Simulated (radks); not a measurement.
Spherical quantum dot in the effective-mass picture: electrons in a hard-walled sphere of radius 2.34, all in effective atomic units (hartree* = m*/eps^2 hartree, bohr* = eps/m* bohr), one dielectric constant everywhere. Method: non-relativistic Kohn-Sham, exchange-only LDA, spin-polarised, spherical densities; computed with a radial shooting solver with Libxc functionals. Levels are named by radial order and angular momentum (1s, 1p, 1d, 2s, ...), and open shells are averaged over m.

N = 32, configuration 1s2 1p6 1d10 1f14. This is the lowest configuration that the search found. Occupied and some empty levels:

level,occupation,eigenvalue (hartree*),<r> (bohr*)
1s,2,18.691,1.531
1p,6,19.208,1.613
1d,10,20.063,1.675
1f,14,21.214,1.724
2s,0,21.671,1.051
1g,0,22.638,1.764
2p,0,23.325,1.221
2d,0,25.253,1.332

Energy (hartree*): total 375.752, kinetic 116.03, external 0, Hartree 281.89, exchange-correlation -22.168. Static polarisability (adiabatic kernel): 5.681 bohr*^3.

Electron density:

r (bohr*),n(r) (e/bohr*^3)
0.126,0.03618
0.301,0.04672
0.475,0.07103
0.650,0.1196
0.825,0.2093
0.999,0.3592
1.17,0.5791
1.35,0.8459
1.52,1.085
1.70,1.158
1.87,0.9466
2.05,0.4948
2.22,0.09101
